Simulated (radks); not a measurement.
Values are calculated unless marked as measured or tabulated.
Removal energies from the dysprosium ion Dy4+, [Xe] 4f(5/2: 6, 7/2: 2), by Delta-SCF beside the eigenvalue of the level emptied. Level of theory: Dirac Kohn-Sham, relativistic LDA (MacDonald-Vosko exchange, VWN5 correlation), spin-unpolarised, spherical densities, finite nucleus; Fermi nuclear charge, rms radius of each element as measured or else 0.836 A^(1/3) + 0.57 fm (a radial shooting solver on a logarithmic mesh with Libxc functionals). Sub-shells are occupied by j as written (lower j first in brackets).

removed from,final configuration,Delta-SCF (eV),-eigenvalue (eV)
4f7/2,"[Xe] 4f(5/2: 6, 7/2: 1)",65.998,54.896
4f5/2,"[Xe] 4f(5/2: 5, 7/2: 2)",67.083,55.912
5p3/2,"[Kr] 4d10 4f(5/2: 6, 7/2: 2) 5s2 5p(1/2: 2, 3/2: 3)",75.170,67.784
5p1/2,"[Kr] 4d10 4f(5/2: 6, 7/2: 2) 5s2 5p(1/2: 1, 3/2: 4)",81.187,73.473
